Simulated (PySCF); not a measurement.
FS, SMILES F[S] (connectivity only; charge and spin as stated), charge -1, multiplicity 1. Heavy atoms are numbered as in [F:1][S:2].

Geometry optimised at PBE-D3(BJ)/def2-TZVPD. The spin state was assumed, not searched.

The numbers are results of PBE0/pcSseg-2 in PySCF, not measurements.

GIAO shieldings, no solvent; atoms alike by connectivity are averaged. δ = σ(ref) − σ: ¹⁹F against CFCl3 (σ = 165.8 ppm); ³³S against H2S (σ = 711.3 ppm), references at their B3LYP-D3(BJ)/def2-TZVP geometries, non-relativistic.

Computed chemical shifts:
| nucleus | atoms | count | δ (ppm) |
|---|---|---|---|
| ¹⁹F | F1 | 1 | -739.5 |
| ³³S | S2 | 1 | 1759.3 |
